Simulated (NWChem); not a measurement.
A series in which one site is exchanged, each optimised at PBE0/def2-SVP with NWChem, gas phase unless a solvent is named. All stand in one matching conformer (torsions within 35°), which need not be the lowest. Some are not confirmed as minima by frequencies. def2 effective core potentials on Nb, Ta; no spin-orbit coupling.

A: [O]=[Nb]([OH])([OH])[OH] (NbH$_{3}$O$_{4}$; site = Nb)
B: [O]=[Ta]([OH])([OH])[OH] (TaH3O4; site = Ta)
C: [O]=[V]([OH])([OH])[OH] (VH$_{3}$O$_{4}$; site = V)

| quantity | A | B | C |
|---|---|---|---|
| dipole (D), PBE0/def2-SVP | 0.38 | (withheld) | 1.94 |
| orbital gap (eV), PBE0/def2-SVP | 8.60 | (withheld) | 6.83 |
| vertical ionisation energy, ΔSCF, CAM-B3LYP/def2-SVP (eV) | 11.54 | (withheld) | 11.26 |
| static polarisability, CAM-B3LYP/def2-SVPD (bohr³) | 53.8 | (withheld) | 50.2 |
| lowest singlet excitation, CAM-B3LYP/def2-SVPD, TDA (eV) | 6.78 | (withheld) | 5.26 |

Question: What belongs in the gaps?

Answer: 
- dipole (D), PBE0/def2-SVP, B: 0.14
- orbital gap (eV), PBE0/def2-SVP, B: 9.13
- vertical ionisation energy, ΔSCF, CAM-B3LYP/def2-SVP (eV), B: 11.69
- static polarisability, CAM-B3LYP/def2-SVPD (bohr³), B: 53.2
- lowest singlet excitation, CAM-B3LYP/def2-SVPD, TDA (eV), B: 7.13
